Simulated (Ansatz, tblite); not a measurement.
Cost and result up the ladder for (LiCl)2 ring (Li₂Cl₂) (4 atoms). Total charge 0; singlet. Geometry: PBE0-D4/def2-TZVP.

Cartesian coordinates in Å:
```
Li -1.067 -0.539 -0.455
Cl -0.691 1.610 -0.285
Li 1.067 0.539 0.454
Cl 0.691 -1.610 0.285
```

Ansatz on 4 threads of Arm Neoverse V1 on a shared host; xTB runs through tblite on one thread. Times are rough, summed over both states, and most runs start from the orbitals of an earlier one. PBE0-D4/def2-TZVP serves as the yardstick here, not as an exact answer. The other state is a doublet.

The xTB rows come from tblite. Correlated methods freeze 10 core orbitals; core or outer-core shells of Li are correlated, in sets that lack core-valence functions. In CCSD on the charge 1 doublet the largest single amplitude is 0.29, so its Hartree–Fock determinant may place the open shell otherwise than the density functionals do.

Run but left out: HF/def2-TZVPP, MP2/def2-TZVPP (charge +1 doublet: a determinant that CCSD turns far, T1 0.048).

Correlated methods converge slowly with the basis.

Raw xTB energies of ions are shifted by several eV.

```tsv
level	functions	vertical IE (eV)	difference from PBE0-D4/def2-TZVP (eV)	remarks
r2SCAN-D4/def2-TZVP	102	10.09	-0.19	–
GFN1-xTB	26	15.00	4.72	–
GFN2-xTB	26	13.96	3.67	–
PBE0-D4/def2-TZVP (with forces)	102	10.29	0.00	–
CCSD(T)/def2-TZVPP	122	10.77	0.49	large T1 (0.048) (+1 doublet)
PBE-D4/def2-TZVP	102	9.87	-0.42	–
```

**Question.** Estimate how long each takes.

**Answer.** GFN2-xTB 0.006 s; GFN1-xTB 0.007 s; PBE-D4/def2-TZVP 1.6 s; PBE0-D4/def2-TZVP (with forces) 3.7 s; r2SCAN-D4/def2-TZVP 4 s; CCSD(T)/def2-TZVPP 19 s. On shared hardware such times vary by a factor of up to 3.
